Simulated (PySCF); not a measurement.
Compound: C3H7NSi.
Geometry (PBE0-D3(BJ)/def2-SVP, Å), atoms numbered from 1 in this order:
```xyz
12
C3H7NSi angstrom
C     -2.4634    0.8397    0.4487
C     -1.6151   -0.0681   -0.0498
C     -0.1636    0.0812    0.0505
N      0.6461   -0.7771   -0.4210
Si     2.3884   -0.6617   -0.3493
H     -3.5466    0.7211    0.3694
H     -2.0949    1.7376    0.9563
H     -1.9679   -0.9700   -0.5599
H      0.1687    1.0082    0.5735
H      2.9160   -1.8712    0.3467
H      2.8583    0.5692    0.3754
H      2.9177   -0.6393   -1.7442
```

Method: PySCF, PBE0-D3(BJ)/def2-SVP geometry optimisation, gas phase.

Masses are those of the commonest isotopes; rigid-rotor values at the optimised geometry. The values belong to one conformer with, in the numbering `[CH2:1]=[CH:2]/[CH:3]=[N:4]/[SiH3:5]`, C1–C2–C3–N4 180°.

**Question.** Give the principal moments of inertia and the rotational constants in cm⁻¹.

**Answer.** Ia = 19.87, Ib = 338.59, Ic = 352.52 u·Å²; 505379 MHz·u·Å²/I gives 25430, 1493 and 1434 MHz, that is A = 0.84827, B = 0.04979, C = 0.04782 cm⁻¹.

**Question.** What kind of rotor is it?

**Answer.** A near-prolate asymmetric top. Ray's parameter κ = (2B − A − C)/(A − C) = -0.995; −1 is the prolate and +1 the oblate limit.

**Question.** What does the inertial defect say?

**Answer.** Not planar: Δ = Ic − Ia − Ib = -5.94 u·Å². For a rigid frame Δ = −2 Σ m c², so Σ m c² = 2.97 u·Å² lies off the ab plane, practically all of it from hydrogen. The atom farthest from that plane is 1.23 Å away.

**Question.** Give the other two planar moments, Paa and Pbb, and the rms extents of the mass along the axes.

**Answer.** Paa = Σ m a² = (Ib + Ic − Ia)/2 = 335.62 and Pbb = Σ m b² = (Ia + Ic − Ib)/2 = 16.90 u·Å². With the mass M = 85.03 u, the rms extents √(P/M) along a, b and c are 1.99, 0.45, 0.19 Å.

**Question.** Which types of transition are allowed, and where do some lines up to J = 4 fall?

**Answer.** The dipole components are |μa| = 1.58 D, |μb| = 1.14 D, |μc| = 0.00 D; the mirror of this Cs structure is the ab plane, so μc vanishes by symmetry and there are no c-type lines. Intensities carry the squares of the components, which stand as 1.00 : 0.52 (a : b). Some lines, for components of 0.1 D or more:

```json
{"type": "a", "branch": "Q", "J(Ka,Kc)": "3(1,2) ← 3(1,3)", "MHz": "354", "lower level (cm⁻¹)": "1.379"}
{"type": "a", "branch": "Q", "J(Ka,Kc)": "4(1,3) ← 4(1,4)", "MHz": "590", "lower level (cm⁻¹)": "1.766"}
{"type": "a", "branch": "R", "J(Ka,Kc)": "1(0,1) ← 0(0,0)", "MHz": "2926", "lower level (cm⁻¹)": "0.000"}
{"type": "a", "branch": "R", "J(Ka,Kc)": "3(1,2) ← 2(1,1)", "MHz": "8867", "lower level (cm⁻¹)": "1.095"}
{"type": "a", "branch": "R", "J(Ka,Kc)": "4(2,3) ← 3(2,2)", "MHz": "11705", "lower level (cm⁻¹)": "3.784"}
{"type": "b", "branch": "Q", "J(Ka,Kc)": "1(1,0) ← 1(0,1)", "MHz": "23997", "lower level (cm⁻¹)": "0.098"}
{"type": "b", "branch": "R", "J(Ka,Kc)": "1(1,1) ← 0(0,0)", "MHz": "26864", "lower level (cm⁻¹)": "0.000"}
{"type": "b", "branch": "R", "J(Ka,Kc)": "3(1,3) ← 2(0,2)", "MHz": "32569", "lower level (cm⁻¹)": "0.293"}
{"type": "b", "branch": "R", "J(Ka,Kc)": "4(1,4) ← 3(0,3)", "MHz": "35377", "lower level (cm⁻¹)": "0.586"}
{"type": "b", "branch": "Q", "J(Ka,Kc)": "3(2,2) ← 3(1,3)", "MHz": "72079", "lower level (cm⁻¹)": "1.379"}
{"type": "b", "branch": "R", "J(Ka,Kc)": "3(2,2) ← 2(1,1)", "MHz": "80592", "lower level (cm⁻¹)": "1.095"}
{"type": "b", "branch": "R", "J(Ka,Kc)": "3(2,1) ← 2(1,2)", "MHz": "80770", "lower level (cm⁻¹)": "1.089"}
{"type": "b", "branch": "R", "J(Ka,Kc)": "4(2,2) ← 3(1,3)", "MHz": "83785", "lower level (cm⁻¹)": "1.379"}
{"type": "b", "branch": "Q", "J(Ka,Kc)": "3(3,0) ← 3(2,1)", "MHz": "119836", "lower level (cm⁻¹)": "3.784"}
{"type": "b", "branch": "Q", "J(Ka,Kc)": "4(3,2) ← 4(2,3)", "MHz": "119837", "lower level (cm⁻¹)": "4.174"}
{"type": "b", "branch": "R", "J(Ka,Kc)": "4(3,2) ← 3(2,1)", "MHz": "131541", "lower level (cm⁻¹)": "3.784"}
{"type": "b", "branch": "R", "J(Ka,Kc)": "4(4,0) ← 3(3,1)", "MHz": "179476", "lower level (cm⁻¹)": "7.781"}
```

**Question.** Estimate the classical rotational partition function at 25 K, 200 K and 298.15 K.

**Answer.** Point group Cs, symmetry number σ = 1; q = (√π/σ)·√((kT/h)³/(ABC)), k/h = 20836.6 MHz/K: 2860 at 25 K, 64600 at 200 K, 118000 at 298.15 K.

Stationary, but not proved a minimum. Zero-point vibration and centrifugal distortion are left out. A rigid rotor knows nothing of internal rotation, which can split or shift real lines. Quadrupole hyperfine structure (14N) is left out.

Time: 59 s of wall time; peak memory 0.44 GiB. Hardware: one thread, Arm Neoverse N1 (aarch64), no GPU, shared host with 64 logical CPUs at a one-minute load of 62. This is the geometry optimisation.
